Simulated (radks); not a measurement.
The numbers below are computed, except where a source is named.
Ionisation of Te+, [Kr] 4d10 5s2 5p3, to Te2+, [Kr] 4d10 5s2 5p2, under several functionals. Dirac Kohn-Sham, spin-unpolarised, spherical densities, point nucleus; open shells fill j = l - 1/2 first; a radial shooting solver on a logarithmic mesh with Libxc functionals.

functional,E(Te+) (hartree),Exc (hartree),IE (eV),-e(HOMO) (eV),<r> HOMO (bohr),IE error (eV)
AM05,-6791.07972,-170.34102,17.440,13.235,2.512,-1.160
HCTH/407,-6800.73772,-180.27171,17.594,13.389,2.516,-1.006
PBE,-6796.47875,-175.80443,17.451,13.255,2.521,-1.149
exchange-only LDA,-6785.89627,-165.08819,16.453,12.259,2.545,-2.147

NIST Atomic Spectra Database: 18.6 eV (measured). Closest: HCTH/407. The Delta-SCF values span 1.14 eV, the total energies 14.84 hartree. The highest occupied level is 5p3/2. Spin polarisation and multiplet splitting are left out, so open shells lie too high by an amount that depends on their filling.

Beside tabulated values, note that spin-unpolarised runs miss the spin-polarisation part of the exchange energy of open shells.
